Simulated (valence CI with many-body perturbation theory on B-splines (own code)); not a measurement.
## Ladder of approximations for Fe XI

Calculated by valence CI with perturbative core correlation (CI+MBPT): six valence electrons over a frozen Dirac-Fock core [Ne], radial functions for each j: 9 s, 9 p, 8 d, 6 f, 3 g, 1 h, with the one-electron correlation potential Σ1, the two-electron term Σ2, the three-electron term Σ3, Breit, model QED; selected CI, second order for the rest, scaled by the run's own slope (own B-spline code, finite nucleus).

No measured levels were compared; by estimate levels of excited configurations hold to 0.05 to 0.15 % of their energy, terms of the ground configuration to about 0.5 %. Among the levels kept, up to 1500 cm⁻¹ of a level comes from second order outside the variational space, and about a tenth of that is noise between levels of different J, which matters for small intervals.

Each rung adds one term. CI alone is the Dirac-Coulomb CI over the frozen core; QED comes last and gives the full result, which names the levels. Energies are above 3s2.3p4 3P_2 on the same rung, in eV.

Names give the largest LS component (configuration and term), which can be under half, so a name can repeat, a term be missing and a line seem to break the LS rules; names also repeat where a configuration has a term twice. Letters in brackets count levels of one name in rising energy.

```tsv
Level	CI alone	Σ1	Σ2	Σ3	Breit	QED	Full
3s2.3p4 3P_1	1.586	+0.0104	+0.0063	+0.0004	-0.0378	+0.0041	1.569
3s2.3p4 3P_0	1.795	+0.0089	+0.0020	-0.0027	-0.0306	+0.0037	1.777
3s2.3p4 1D_2	4.762	+0.0122	-0.0210	-0.0177	-0.0379	+0.0031	4.701
3s2.3p4 1S_0	10.177	+0.0175	-0.0479	-0.0449	-0.0430	+0.0034	10.062
3s.3p5 3P°_2	35.201	-0.0538	-0.0027	+0.0566	-0.0116	-0.0525	35.137
3s.3p5 3P°_1	36.406	-0.0477	+0.0020	+0.0555	-0.0383	-0.0495	36.328
3s.3p5 3P°_0	37.153	-0.0429	+0.0082	+0.0549	-0.0524	-0.0474	37.073
3s.3p5 1P°_1	45.108	-0.0411	-0.1303	+0.0202	-0.0526	-0.0362	44.868
3s2.3p3.3d 5D°_0	48.228	-0.0518	-0.0610	-0.0437	-0.0738	+0.0004	47.998
3s2.3p3.3d 5D°_1	48.257	-0.0509	-0.0610	-0.0432	-0.0796	+0.0004	48.023
3s2.3p3.3d 5D°_2	48.292	-0.0497	-0.0613	-0.0431	-0.0884	+0.0006	48.050
3s2.3p3.3d 5D°_3	48.343	-0.0479	-0.0617	-0.0434	-0.1003	+0.0008	48.091
3s2.3p3.3d 5D°_4	48.474	-0.0440	-0.0631	-0.0436	-0.1153	+0.0013	48.209
3s2.3p3.3d 3D°_2 [a]	51.457	-0.0479	-0.0909	-0.0634	-0.0835	-0.0007	51.170
3s2.3p3.3d 3D°_3 [a]	51.780	-0.0426	-0.0877	-0.0607	-0.1070	+0.0009	51.483
3s2.3p3.3d 3D°_1 [a]	51.979	-0.0427	-0.0846	-0.0612	-0.1044	+0.0014	51.688
3s2.3p3.3d 3F°_2 [a]	52.703	-0.0470	-0.0989	-0.0649	-0.0841	+0.0003	52.408
3s2.3p3.3d 1S°_0	53.017	-0.0431	-0.1114	-0.0523	-0.0981	+0.0007	52.713
3s2.3p3.3d 3F°_3 [a]	53.125	-0.0438	-0.0983	-0.0659	-0.1077	+0.0011	52.810
```

The middle columns are the shifts that each term adds.

How does the ionisation energy move along the ladder, and which term matters most?

CI alone 290.93, + Σ1 291.46, + Σ2 291.42, + Σ3 291.18, + Breit 291.08, + QED 291.09 eV. The largest step is Σ1, 0.53 eV. NIST lists 290.9 ± 0.4 eV (semi-empirical).
